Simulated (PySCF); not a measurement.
CF2GaNO, SMILES O=C=[N][Ga]([F])[F].

Geometry: TPSSh-D3(BJ)/def2-SVP. The structure was generated by enumeration; whether it is a known compound was not checked. The values are those of a single conformer.

These are PySCF with M06-2X/def2-TZVP values and carry that method's errors.

Isolated molecule, no solvent.

```yaml
total_energy: -2292.78007 hartree
point_group: Cs
highest_occupied_level: -10.92 eV
lowest_empty_level: -1.20 eV
orbital_gap: 9.72 eV
dipole_moment: 0.18 D
quadrupole, principal values (traceless, Buckingham form, about the centre of nuclear charge): -11.03, -2.13, 13.16 D·Å
mean_static_polarisability: 39.6 bohr³ (5.87 Å³)
polarisability_principal_values: 25.6, 31.9, 61.5 bohr³
```
